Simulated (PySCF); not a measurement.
A calculated (MN15, PySCF 2.14, Sapporo-DKH3-DZP-2012, scalar relativity by spin-free X2C-1e) atom or ion has these occupied shells.

```
shell  electrons  orbital energy (eV)  rms radius, mean of both spins (bohr)
 1s β          1              -4405.0                                 0.0845
 1s α          1              -4405.0                                 0.0845
 2s α          1              -486.66                                  0.376
 2s β          1              -486.54                                  0.376
 2p α          3              -408.79                                  0.342
 2p β          3              -408.64                                  0.342
 3s α          1              -74.106                                   1.16
 3s β          1              -73.554                                   1.16
 3p α          3              -52.979                                   1.25
 3p β          3              -52.183                                   1.25
 3d α          1              -20.850                                   1.77
```

Question: Name the element and its charge.

Answer: Sc²⁺ (scandium, charge +2), in [Ar] 3d1, 2D determinant.
